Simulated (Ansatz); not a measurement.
```xyz
7

Si   -0.164    1.027    0.053
Ge    0.768   -1.173    0.127
Cl    0.062   -2.237   -1.626
H     0.338    1.690   -1.176
H     0.307    1.762    1.256
H    -1.650    0.984    0.036
H     0.341   -2.054    1.329
```

Charge 0, multiplicity 2.

**Question.** List the B3LYP/def2-TZVPP orbital energies in eV (Ansatz 0.2.0). (Best estimate.)

**Answer.** Ansatz gave: α occupied: -10851.00, -2762.29, -1799.46, -1355.34, -1206.28, -1206.25, -1206.21, -257.02, -196.04, -195.93, -195.89, -169.86, -144.02, -120.16, -120.11, -120.00, -99.36, -99.31, -99.31, -33.72, -33.68, -33.59, -33.58, -33.54, -22.19, -15.86, -14.04, -10.53, -10.22, -9.93, -9.54, -9.19, -8.19, -6.05. α empty: -0.90, -0.29, 0.34, 0.82, 1.10, 1.46, 3.25, 3.65. β occupied: -10850.96, -2762.27, -1799.45, -1355.32, -1206.24, -1206.21, -1206.20, -257.00, -196.02, -195.87, -195.87, -169.80, -144.00, -120.10, -120.02, -119.98, -99.32, -99.30, -99.30, -33.65, -33.58, -33.56, -33.50, -33.48, -22.07, -15.59, -13.71, -10.42, -10.08, -9.86, -9.38, -8.92, -8.02. β empty: -3.59, -0.71, -0.16, 0.64, 0.91, 1.21, 1.61, 3.49. ⟨S²⟩ = 0.752.

B3LYP here is the variant with VWN-RPA as its local correlation; programs differ in this.
